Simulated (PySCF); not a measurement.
A structure optimised at B3LYP-D3(BJ)/def2-SVP, used in a PySCF frequency run:

```xyz
11

Si     0.7609    -1.0005     0.0000
C     -0.6280    -2.2588     0.0000
C     -0.0425     0.7592     0.0000
F      0.8699     1.7523     0.0000
F     -0.8289     0.9411    -1.0866
F     -0.8289     0.9411     1.0866
H      1.6081    -1.0798     1.2202
H      1.6081    -1.0798    -1.2202
H     -1.2603    -2.1294    -0.8922
H     -1.2603    -2.1294     0.8922
H     -0.2336    -3.2869     0.0000
```
Charge 0, spin multiplicity 1.

Q: Write its SMILES, formula and point group.

A: C[SiH2]C(F)(F)F, C₂H₅F₃Si, Cs

Q: What are its rotational constants (standard atomic weights)?

A: 4.2334, 1.9536, 1.8106 GHz
